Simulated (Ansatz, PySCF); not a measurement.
C3H3N2, SMILES [N]1C=CC=N1 (connectivity only; charge and spin as stated), charge -1, multiplicity 1. Atoms are numbered in the order given.

```xyz
8

C      0.0000     0.0000    -1.1751
C      0.0000     1.0969    -0.2922
N      0.0000     0.6783     0.9913
N      0.0000    -0.6783     0.9913
C      0.0000    -1.0969    -0.2922
H      0.0000     0.0000    -2.2676
H      0.0000     2.1666    -0.5264
H      0.0000    -2.1666    -0.5264
```
Charge -1, spin multiplicity 1.

Geometry: r2SCAN-D4/def2-SVPD. The spin state was assumed, not searched. The isomer is the one that the SMILES or the coordinates give; other isomers of the formula were not compared.

Estimates of the vertical detachment energy (IE) of the anion in eV. Rows of orbital energies are one-electron estimates, which approximate functionals can put far too low.

```json
[
 {"level": "−ε(HOMO), −ε(LUMO), PBE0/def2-SVPD (PySCF)", "IE": "1.10"},
 {"level": "−ε(HOMO), −ε(LUMO), PBE/def2-SVPD (PySCF)", "IE": "-0.36"},
 {"level": "ΔSCF, PBE0/def2-SVPD (Ansatz), final states of multiplicity 2", "IE": "3.18"},
 {"level": "ΔSCF, PBE/def2-SVPD (Ansatz), final states of multiplicity 2", "IE": "3.06"}
]
```

Task: What vertical singlet–triplet gap does ΔSCF give with PBE0/def2-SVPD (Ansatz, a quantum-chemistry and plane-wave program) and with PBE/def2-SVPD (Ansatz)? (An estimate is asked for; the answer gives what the named calculation found.)

Result: 5.00 and 4.89 eV (triplet above singlet where positive).
